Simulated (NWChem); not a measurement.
Everything below was run with NWChem. System: hydrogen bromide (HBr), charge 0, spin multiplicity 1, at a geometry optimised with PBE0/def2-SVP. Level: CCSD(T)/def2-TZVP, 9 core orbitals frozen.

Job file:

```
start mol
memory heap 100 mb stack 700 mb global 1900 mb
geometry units angstroms nocenter noautoz
  Br     0.000000     0.000000     0.039510
  H      0.000000     0.000000    -1.382857
  symmetry group C2v
end
basis spherical
  * library def2-tzvp
end
scf
  rhf
  nopen 0
  maxiter 100
  thresh 1e-7
  semidirect memsize 60000000 filesize 0
end
tce
  freeze core 9
  ccsd(t)
  2eorb
  2emet 13
  thresh 1e-6
  maxiter 100
  tilesize 24
end
task tce energy
```

Output (cleaned and shortened):

```
             Northwest Computational Chemistry Package (NWChem) 7.3.0
             --------------------------------------------------------

                                NWChem Input Module
                                -------------------

 Scaling coordinates for geometry "geometry" by  1.889725989
 (inverse scale =  0.529177249)

 Turning off AUTOSYM since
 SYMMETRY directive was detected!

                             Geometry "geometry" -> ""
                             -------------------------

 Output coordinates in angstroms (scale by  1.889725989 to convert to a.u.)

  No.       Tag          Charge          X              Y              Z
 ---- ---------------- ---------- -------------- -------------- --------------
    1 Br                  35.0000     0.00000000     0.00000000     0.03951000
    2 H                    1.0000     0.00000000     0.00000000    -1.38285700

 Effective nuclear repulsion energy (a.u.)      13.0213958247

            Nuclear Dipole moment (a.u.)
            ----------------------------
        X                 Y               Z
 ---------------- ---------------- ----------------
     0.0000000000     0.0000000000    -0.0000132281

      Symmetry information
      --------------------

 Group name             C2v
 Group number             16
 Group order               4
 No. of unique centers     2

      Symmetry unique atoms

     1    2


 Summary of "ao basis" -> "" (spherical)
 ------------------------------------------------------------------------------
       Tag                 Description            Shells   Functions and Types
 ---------------- ------------------------------  ------  ---------------------
 *                         def2-tzvp                  on all atoms

 Summary of "ao basis" -> "ao basis" (spherical)
 ------------------------------------------------------------------------------
       Tag                 Description            Shells   Functions and Types
 ---------------- ------------------------------  ------  ---------------------
 Br                        def2-tzvp                16       48   6s5p4d1f
 H                         def2-tzvp                 4        6   3s1p

                                 NWChem SCF Module
                                 -----------------

  ao basis        = "ao basis"
  functions       =    54
  atoms           =     2
  closed shells   =    18
  open shells     =     0
  charge          =   0.00
  wavefunction    = RHF
  use symmetry    = T
  symmetry adapt  = T

 Summary of "ao basis" -> "ao basis" (spherical)
 ------------------------------------------------------------------------------
       Tag                 Description            Shells   Functions and Types
 ---------------- ------------------------------  ------  ---------------------
 Br                        def2-tzvp                16       48   6s5p4d1f
 H                         def2-tzvp                 4        6   3s1p

      Symmetry analysis of basis
      --------------------------

        a1         25
        a2          5
        b1         12
        b2         12

 Forming initial guess at       0.2s

      Superposition of Atomic Density Guess
      -------------------------------------

 Sum of atomic energies:       -2572.89880928

      Non-variational initial energy
      ------------------------------

 Total energy =   -2572.970397
 1-e energy   =   -3608.171578
 2-e energy   =    1022.179786
 HOMO         =      -0.402577
 LUMO         =       0.056443

      Symmetry analysis of molecular orbitals - initial
      -------------------------------------------------

 !! scf_movecs_sym_adapt:   34 vectors were symmetry contaminated

  Symmetry fudging

 !! scf_movecs_sym_adapt:   32 vectors were symmetry contaminated

  Numbering of irreducible representations:

     1 a1          2 a2          3 b1          4 b2

  Orbital symmetries:

     1 a1          2 a1          3 a1          4 b2          5 b1
     6 a1          7 a1          8 b2          9 b1         10 a1
    11 b1         12 b2         13 a1         14 a2         15 a1
    16 a1         17 b2         18 b1         19 a1         20 a1
    21 b2         22 b1         23 a1         24 b1         25 b2
    26 a1         27 a2         28 a1

 Starting SCF solution at       1.7s

 ----------------------------------------------
         Quadratically convergent ROHF

 Convergence threshold     :          1.000E-07
 Maximum no. of iterations :          100
 Final Fock-matrix accuracy:          1.000E-09
 ----------------------------------------------

              iter       energy          gnorm     gmax       time
             ----- ------------------- --------- --------- --------
                 1    -2572.9860447649  3.67D-01  1.83D-01      1.7
                 2    -2572.9990678662  1.50D-01  5.77D-02      1.7
                 3    -2573.0007507230  1.32D-02  5.36D-03      1.7
                 4    -2573.0007728170  1.58D-04  6.75D-05      1.8
                 5    -2573.0007728207  4.38D-09  1.61D-09      1.8

       Final RHF  results
       ------------------

         Total SCF energy =  -2573.000772820674
      One-electron energy =  -3609.079264566235
      Two-electron energy =   1023.057095920862
 Nuclear repulsion energy =     13.021395824699

        Time for solution =      0.2s

       Symmetry analysis of molecular orbitals - final
       -----------------------------------------------

  Numbering of irreducible representations:

     1 a1          2 a2          3 b1          4 b2

  Orbital symmetries:

     1 a1          2 a1          3 a1          4 b2          5 b1
     6 a1          7 a1          8 b1          9 b2         10 a1
    11 b1         12 b2         13 a1         14 a2         15 a1
    16 a1         17 b2         18 b1         19 a1         20 a1
    21 b1         22 b2         23 a1         24 b2         25 b1
    26 a1         27 a2         28 a1

             Final eigenvalues
             -----------------

              1
    1 -490.0323
    2  -65.1751
    3  -58.5302
    4  -58.5289
    5  -58.5289
    6   -9.8490
    7   -7.4613
    8   -7.4543
    9   -7.4543
   10   -3.2041
   11   -3.2001
   12   -3.2001
   13   -3.1918
   14   -3.1918
   15   -1.0318
   16   -0.5810
   17   -0.4338
   18   -0.4338
   19    0.1112
   20    0.2843
   21    0.3688
   22    0.3688
   23    0.3816
   24    0.4272
   25    0.4272
   26    0.4562
   27    0.4562
   28    0.6956

                       ROHF Final Molecular Orbital Analysis
                       -------------------------------------

 Vector   16  Occ=2.000000D+00  E=-5.809567D-01  Symmetry=a1
              MO Center=  8.1D-16,  1.2D-15, -2.9D-01, r^2= 1.6D+00
   Bfn.  Coefficient  Atom+Function         Bfn.  Coefficient  Atom+Function
  ----- ------------  ---------------      ----- ------------  ---------------
    18      0.399276  1 Br pz                12     -0.283414  1 Br pz
    50     -0.266575  2 H  s                  6      0.246546  1 Br s
    15      0.243985  1 Br pz                 5      0.193969  1 Br s
    21      0.156537  1 Br pz                49     -0.152244  2 H  s

 Vector   17  Occ=2.000000D+00  E=-4.338153D-01  Symmetry=b2
              MO Center= -6.5D-31,  1.7D-16,  1.2D-02, r^2= 1.5D+00
   Bfn.  Coefficient  Atom+Function         Bfn.  Coefficient  Atom+Function
  ----- ------------  ---------------      ----- ------------  ---------------
    17      0.541541  1 Br py                11     -0.352118  1 Br py
    20      0.317456  1 Br py                14      0.313106  1 Br py

 Vector   18  Occ=2.000000D+00  E=-4.338153D-01  Symmetry=b1
              MO Center=  3.2D-16, -9.5D-31,  1.2D-02, r^2= 1.5D+00
   Bfn.  Coefficient  Atom+Function         Bfn.  Coefficient  Atom+Function
  ----- ------------  ---------------      ----- ------------  ---------------
    16      0.541541  1 Br px                10     -0.352118  1 Br px
    19      0.317456  1 Br px                13      0.313106  1 Br px

 Vector   19  Occ=0.000000D+00  E= 1.112306D-01  Symmetry=a1
              MO Center= -2.0D-14, -1.5D-14, -8.0D-01, r^2= 4.1D+00
   Bfn.  Coefficient  Atom+Function         Bfn.  Coefficient  Atom+Function
  ----- ------------  ---------------      ----- ------------  ---------------
    51      1.605712  2 H  s                  6     -0.972930  1 Br s
    21      0.937685  1 Br pz                18      0.197421  1 Br pz
    12     -0.160245  1 Br pz                15      0.160362  1 Br pz

 Vector   20  Occ=0.000000D+00  E= 2.842801D-01  Symmetry=a1
              MO Center= -2.0D-14, -7.9D-14, -7.5D-01, r^2= 3.9D+00
   Bfn.  Coefficient  Atom+Function         Bfn.  Coefficient  Atom+Function
  ----- ------------  ---------------      ----- ------------  ---------------
    51      1.005750  2 H  s                 50     -0.822201  2 H  s
    21     -0.576982  1 Br pz                39     -0.360195  1 Br d  0
    18      0.262907  1 Br pz                 6     -0.157272  1 Br s

 Vector   21  Occ=0.000000D+00  E= 3.688030D-01  Symmetry=b1
              MO Center=  3.2D-14,  4.4D-29, -1.7D-02, r^2= 4.5D+00
   Bfn.  Coefficient  Atom+Function         Bfn.  Coefficient  Atom+Function
  ----- ------------  ---------------      ----- ------------  ---------------
    19      1.494152  1 Br px                16     -1.272863  1 Br px
    10      0.202694  1 Br px

 center of mass
 --------------
 x =   0.00000000 y =   0.00000000 z =   0.04118839

 moments of inertia (a.u.)
 ------------------
           7.190573073844           0.000000000000           0.000000000000
           0.000000000000           7.190573073844           0.000000000000
           0.000000000000           0.000000000000           0.000000000000

  Mulliken analysis of the total density
  --------------------------------------

    Atom       Charge   Shell Charges
 -----------   ------   -------------------------------------------------------
    1 Br  35    35.21   2.00  2.00  1.16  0.78  0.99  1.00  6.00  5.94  1.26  2.76  1.28  8.99  1.02 -0.00  0.04  0.01
    2 H    1     0.79   0.21  0.47  0.08  0.03

       Multipole analysis of the density wrt the origin
       ------------------------------------------------

     L   x y z        total         open         nuclear
     -   - - -        -----         ----         -------
     0   0 0 0     -0.000000      0.000000     36.000000

     1   1 0 0     -0.000000      0.000000      0.000000
     1   0 1 0     -0.000000      0.000000      0.000000
     1   0 0 1     -0.399460      0.000000     -0.000013

     2   2 0 0    -14.923902      0.000000      0.000000
     2   1 1 0      0.000000      0.000000      0.000000
     2   1 0 1     -0.000000      0.000000      0.000000
     2   0 2 0    -14.923902      0.000000      0.000000
     2   0 1 1      0.000000      0.000000      0.000000
     2   0 0 2    -11.600168      0.000000      7.024033

                   NWChem Extensible Many-Electron Theory Module
                   ---------------------------------------------


            General Information
            -------------------
      Number of processors :     1
         Wavefunction type : Restricted Hartree-Fock
          No. of electrons :    36
           Alpha electrons :    18
            Beta electrons :    18
           No. of orbitals :   108
            Alpha orbitals :    54
             Beta orbitals :    54
        Alpha frozen cores :     9
         Beta frozen cores :     9
     Alpha frozen virtuals :     0
      Beta frozen virtuals :     0
         Spin multiplicity : singlet
    Number of AO functions :    54
       Number of AO shells :    20
        Use of symmetry is : on
      Symmetry adaption is : on
         Schwarz screening : 0.10D-09

          Correlation Information
          -----------------------
          Calculation type : Coupled-cluster singles & doubles w/ perturbation
   Perturbative correction : (T)
            Max iterations :      100
        Residual threshold : 0.10D-05
     T(0) DIIS level shift : 0.00D+00
     L(0) DIIS level shift : 0.00D+00
     T(1) DIIS level shift : 0.00D+00
     L(1) DIIS level shift : 0.00D+00
     T(R) DIIS level shift : 0.00D+00
     T(I) DIIS level shift : 0.00D+00
   CC-T/L Amplitude update :  5-th order DIIS
                I/O scheme : Global Array Library
        L-threshold :  0.10D-05
        EOM-threshold :  0.10D-05
 no EOMCCSD initial starts read in
 TCE RESTART OPTIONS
 SLICE:      F
 D4D5:       F
 quantumc:   F
 qrotation:  F
 pwtce:      F
 qducc:      F
 nacto:                         0
 nrotv:                         0
 nrot:                          0

            Memory Information
            ------------------
          Available GA space size is     249033884 doubles
          Available MA space size is     104850972 doubles

 Maximum block size supplied by input
 Maximum block size        24 doubles

 tile_dim =     16

 -------------------------------------------------

 Global array virtual files algorithm will be used

 Parallel file system coherency ......... OK

 4-electron integrals stored in orbital form

 v2    file size   =           284037
 4-index algorithm nr.  13 is used
 imaxsize =       30
 imaxsize ichop =        0


CCSD iterations
 ---------------------------------------------------------
 Iter          Residuum       Correlation     Cpu    Wall
 ---------------------------------------------------------
    1   0.1354580500645  -0.2839015859272     0.6     0.6
    2   0.0273353157378  -0.2894690775816     0.6     0.6
    3   0.0084255612841  -0.2935814715023     0.6     0.6
    4   0.0030522075220  -0.2941601140035     0.5     0.5
    5   0.0012160420826  -0.2944221206891     0.5     0.5
    6   0.0002164359381  -0.2945326973635     0.5     0.5
    7   0.0000751258164  -0.2945427104654     0.5     0.5
    8   0.0000321456600  -0.2945433403870     0.4     0.4
    9   0.0000155675001  -0.2945434868759     0.4     0.4
   10   0.0000076702243  -0.2945437007543     0.5     0.5
   11   0.0000010693567  -0.2945439396421     0.5     0.5
   12   0.0000003912370  -0.2945439043323     0.4     0.4
 -----------------------------------------------------------------
 Iterations converged
 CCSD correlation energy / hartree =        -0.294543904332326
 CCSD total energy / hartree       =     -2573.295316725006160

 Singles contributions

 Doubles contributions
 CCSD(T)
 Using plain CCSD(T) code
             total no. of tasks          500
 total no. of tasks / no. procs          500
                         wl_min           64           2.0
                         wl_max       262144           8.0
        thresh for no. of tasks          500

 CCSD[T]  correction energy / hartree =        -0.008838656088534
 CCSD[T] correlation energy / hartree =        -0.303382560420860
 CCSD[T] total energy / hartree       =     -2573.304155381094915
 CCSD(T)  correction energy / hartree =        -0.008584973931658
 CCSD(T) correlation energy / hartree =        -0.303128878263984
 CCSD(T) total energy / hartree       =     -2573.303901698937807

 Task  times  cpu:       14.7s     wall:       14.7s

 Total times  cpu:       14.8s     wall:       14.8s
```
